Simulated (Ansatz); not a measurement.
System: TeI$_{2}$ (charge -1, doublet). 
Structure (B3LYP-D3(BJ)/def2-TZVP (Ansatz, a first-principles code) minimum search):
```
Te
I 1 2.9703
I 1 2.9703 2 157.71
```
Charge -1, spin multiplicity 2.

Basis-set convergence of Hartree-Fock and CCSD correlation energies (hartree) with Ansatz. Valence correlation only, unless marked. Open shells are spin-unrestricted. No spin-orbit coupling. Frozen are the shells of the preceding noble gas and the d and f shells that filled before the atom's block. Past Kr the def2 sets carry scalar-relativistic core potentials.

| basis | functions | E(HF) | E(corr, CCSD) |
|---|---|---|---|
| def2-SVPD | 105 | -860.44098 | -0.33235 |
| def2-TZVPPD | 177 | [?] | [?] |

Question: What belongs in the gaps?

Answer: 
- def2-TZVPPD, E(HF): -860.46472
- def2-TZVPPD, E(corr, CCSD): -0.44173
